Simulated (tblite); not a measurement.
C6H6NSe (doublet state).
SMILES with atom numbers: `[H]/[C:1]=[CH:2]/[C@@H:3]1[CH2:4][Se:5][C@H:6]1[C:7]#[N:8]` (hydrogens: H9 on C1; H10 on C2; H11 on C3; H12, H13 on C4; H14 on C6)
Bond orders are those of one Lewis drawing.

Computed with GFN2-xTB (tblite), gas phase: L-BFGS steps from a force-field or distance-geometry start until the largest atomic force falls under 0.01 eV/Å.

The end geometry, which sets the zero of energy:
```
atom  x, y, z in Å
C1     -2.0468    1.3992    0.2239
C2     -1.2850    0.3879    0.4753
C3     -0.1002   -0.0106   -0.3598
C4     -0.1054   -1.4695   -0.8281
Se5     1.8479   -1.6940   -0.5360
C6      1.2291   -0.0272    0.4262
C7      2.0618    1.1159    0.2647
N8      2.7243    2.0358    0.1057
H9     -2.9017    1.9045    0.6010
H10    -1.4404   -0.2728    1.3399
H11    -0.0107    0.6646   -1.2141
H12    -0.4184   -1.6327   -1.8569
H13    -0.6564   -2.1317   -0.1594
H14     1.1013   -0.2699    1.4855
```

**Question.** These geometries come from the run, each turned onto the end geometry. Order them by energy, lowest first.
A.
```
atom  x, y, z in Å
C1     -1.9175    1.4623    0.4440
C2     -1.3202    0.3165    0.4362
C3     -0.1149   -0.0254   -0.4005
C4     -0.0453   -1.4852   -0.8628
Se5     1.7804   -1.7965   -0.1419
C6      1.1695    0.0252    0.4661
C7      2.0342    1.1091    0.1470
N8      2.6727    2.0126   -0.1444
H9     -2.7264    1.9735    0.9082
H10    -1.5987   -0.4949    1.1246
H11    -0.0362    0.6661   -1.2444
H12    -0.0941   -1.6368   -1.9404
H13    -0.7738   -2.1250   -0.3648
H14     0.9696   -0.0021    1.5411
```
B.
```
atom  x, y, z in Å
C1     -1.7124    1.5036    0.7664
C2     -1.4251    0.2787    0.3482
C3     -0.1347    0.0135   -0.4000
C4      0.0351   -1.4406   -0.8119
Se5     1.6825   -1.7325    0.1998
C6      1.0947    0.0990    0.4874
C7      2.0992    1.0525   -0.0206
N8      2.8915    1.8028   -0.4119
H9     -2.6382    1.6955    1.3070
H10    -2.1231   -0.5335    0.5665
H11    -0.0873    0.6722   -1.3032
H12     0.2050   -1.5645   -1.8932
H13    -0.7695   -2.1257   -0.4286
H14     0.8818    0.2785    1.5619
```
C.
```
atom  x, y, z in Å
C1     -1.7727    1.4457    0.7514
C2     -1.4195    0.2670    0.3606
C3     -0.1497   -0.0271   -0.4034
C4      0.0263   -1.4863   -0.8359
Se5     1.7000   -1.7663    0.1939
C6      1.1029    0.1344    0.4961
C7      2.0450    1.0934    0.0222
N8      2.7986    1.8471   -0.3952
H9     -2.5409    1.9435    1.2899
H10    -2.0085   -0.6284    0.5986
H11    -0.0854    0.6516   -1.2588
H12     0.1917   -1.6188   -1.9038
H13    -0.7625   -2.1580   -0.4993
H14     0.8741    0.3018    1.5515
```
D.
```
atom  x, y, z in Å
C1     -2.0363    1.4016    0.3041
C2     -1.3070    0.3503    0.4791
C3     -0.1094   -0.0031   -0.3603
C4     -0.0876   -1.4595   -0.8415
Se5     1.8190   -1.7406   -0.3580
C6      1.2094    0.0108    0.4481
C7      2.0851    1.1076    0.1969
N8      2.7970    1.9753   -0.0291
H9     -2.8917    1.8996    0.6880
H10    -1.4972   -0.3930    1.2710
H11    -0.0415    0.6950   -1.1975
H12    -0.2752   -1.5951   -1.9042
H13    -0.7245   -2.1212   -0.2527
H14     1.0592   -0.1283    1.5240
```
E.
```
atom  x, y, z in Å
C1     -2.0083    1.4234    0.3482
C2     -1.3126    0.3407    0.4665
C3     -0.1107   -0.0072   -0.3711
C4     -0.0725   -1.4627   -0.8483
Se5     1.8129   -1.7640   -0.2994
C6      1.2004    0.0090    0.4517
C7      2.0749    1.0996    0.1830
N8      2.7589    1.9858   -0.0561
H9     -2.8558    1.9272    0.7426
H10    -1.5153   -0.4240    1.2310
H11    -0.0525    0.6839   -1.2142
H12    -0.2234   -1.6048   -1.9159
H13    -0.7324   -2.1159   -0.2793
H14     1.0360   -0.0914    1.5290
```

**Answer.** D (0.008 eV), E (0.014 eV), A (0.031 eV), C (0.071 eV), B (0.431 eV).

In the order of the answer:

| step | E above end (eV) | largest force (eV/Å) | rms force component (eV/Å) | rms distance from end (Å) | rms bond change (Å) | bond most changed (Å) |
| --- | --- | --- | --- | --- | --- | --- |
| 66 | 0.008 | 0.11 | 0.036 | 0.111 | 0.001 | C2–H10 +0.003 |
| 64 | 0.014 | 0.18 | 0.044 | 0.144 | 0.001 | C3–C6 +0.004 |
| 59 | 0.031 | 0.12 | 0.040 | 0.247 | 0.003 | Se5–C6 -0.006 |
| 35 | 0.071 | 0.03 | 0.010 | 0.526 | 0.003 | C2–C3 +0.008 |
| 0 | 0.431 | 2.38 | 0.801 | 0.543 | 0.033 | Se5–C6 -0.077 |

What follows is the cost of the whole relaxation. Hardware: one thread, Arm Neoverse V2 (aarch64), shared host. Cost: 0.61 s of wall time.
